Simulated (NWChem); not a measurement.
# CH6O2Si; SMILES O[SiH](O)C

```xyz
10

Si     0.3339     0.0672     0.0000
C     -0.1941    -1.7065     0.0000
O     -0.2825     0.7531    -1.3867
O     -0.2825     0.7531     1.3867
H      1.8219     0.2533     0.0000
H     -1.2934    -1.7679     0.0000
H      0.1786    -2.2283     0.8940
H      0.1786    -2.2283    -0.8940
H      0.0624     1.6096    -1.6512
H      0.0624     1.6096     1.6512
```
Atoms are numbered in this order, from 1.

Results from NWChem. Pople sets run with spherical d functions. Structure relaxed at the PBE0/def2-SVP level.

Taking PBE0/6-311++G** as the yardstick, which of these has the fewest basis functions while keeping “highest occupied level (eV)” within 0.2 eV of it: PBE0/STO-3G; PBE0/3-21G; PBE0/6-311G**; PBE0/6-31G*; PBE0/6-31+G*?

PBE0/6-31+G*.
```tsv
level	basis functions	highest occupied level (eV)	relative time (rough)
PBE0/STO-3G	30	-3.96	1
PBE0/3-21G	52	-8.10	1
PBE0/6-31G*	72	-8.37	3
PBE0/6-31+G*	88	-8.65	4
PBE0/6-311G**	116	-8.54	4
PBE0/6-311++G**	138	-8.68	8
```

The yardstick is one finite set, not the basis-set limit.
